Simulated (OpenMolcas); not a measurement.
## neutral caesium: effect of the active space

```
Program             : OpenMolcas 26.06
Method              : CASSCF
Basis               : ANO-RCC-VQZP
Scalar Hamiltonian  : DKH2, point nucleus
Spin-orbit coupling : RASSI with atomic mean-field integrals over the reference wave functions, term energies averaged over their components
```

A. 1 electron in 4 orbitals (6s 6p); 2S+1 = 2 even, 1 root; 2S+1 = 2 odd, 3 roots; cost of the order of 9 core-seconds
B. 1 electron in 8 orbitals (6s 6p 7s 7p); 2S+1 = 2 even, 1 root; 2S+1 = 2 odd, 3 roots; cost of the order of 20 core-seconds
C. 1 electron in 9 orbitals (5d 6s 6p); 2S+1 = 2 even, 6 roots; 2S+1 = 2 odd, 3 roots; cost roughly 12 core-seconds

Energies in cm-1 above 6s 2S 1/2, the measured ground level; measured values from NIST Handbook of Basic Atomic Spectroscopic Data.

```json
{"Level": "6s 2S 1/2", "A": "0.0", "B": "0.0", "C": "0.0", "Measured": "0.0"}
{"Level": "6p 2P* 1/2", "A": "9297", "B": "9297", "C": "9290", "Measured": "11178"}
{"Level": "6p 2P* 3/2", "A": "9595", "B": "9595", "C": "9588", "Measured": "11732"}
```

Deviations, from unrounded energies. A percentage is the sum of absolute deviations over the sum of measured energies, with the sign that they share, or ± where signs differ.

| Against measurement | Levels | A | B | C |
| --- | --- | --- | --- | --- |
| mean absolute deviation (cm-1) | 2 | 2000 | 2000 | 2000 |
| other configurations (%) | 2 | -17.5 | -17.5 | -17.6 |

A, B, C lie about equally close to measurement. The largest miss of B in the table is 6p 2P* 3/2, by -2100 cm-1. The ranking rests on the paired levels alone, and a cruder setting can come out closer through cancelling errors.

Among A to C the level of the table that moves most is 6p 2P* 1/2, by 6.5 cm-1 (lowest in C, highest in B).

ANO sets are built for ground and valence states and can reach diffuse excited orbitals poorly. With one active electron the reference holds no correlation, so core polarisation is missing. With one active electron outside closed inactive shells, the extra shells (7p 7s) add no correlation to the reference (holds for B). Measured partners are found by configuration, term and J. A level has none where our copy of the source lacks it or the pairing is in doubt (some pairs that miss far off the trend of their configuration count as doubtful), and it then counts in no deviation. Levels of configurations outside the active space are missing. Levels that lie high or do not pair safely by name in every column are left out.

* marks odd parity.
